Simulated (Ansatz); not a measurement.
Mulliken charges of CH$_{5}$Cl$_{2}$NSi (`N[SiH](Cl)CCl`) from ωB97M-V/def2-TZVPP in Ansatz (PBE0-D4/def2-TZVP geometry).

```csv
atom,x (Å),y (Å),z (Å),charge (e)
N1,-1.238,0.606,0.821,-0.358
Si2,-0.486,-0.113,-0.520,0.472
Cl3,-0.232,1.118,-2.161,-0.231
C4,1.223,-0.679,0.004,-0.281
Cl5,2.091,0.664,0.800,-0.124
H6,-0.721,1.277,1.368,0.129
H7,-2.222,0.822,0.802,0.119
H8,-1.313,-1.248,-0.989,-0.031
H9,1.824,-1.001,-0.846,0.150
H10,1.157,-1.497,0.723,0.154
```

Task: By hand: the dipole of these point charges (1 e Å = 4.8032 D).

Result: Σ q r = (-0.200, -0.500, 0.147) e Å, of length 0.558 e Å = 2.68 D.

Task: How does the dipole of the full density compare? (Estimate.)

Result: The calculation gave: (-0.253, -0.213, 0.212) e Å, 1.89 D; the point charges give 1.42 times that, at 31° from its direction.

Point charges leave out the atoms' own dipoles, such as those of lone pairs, and Mulliken's split depends on the basis, so the two needn't agree.
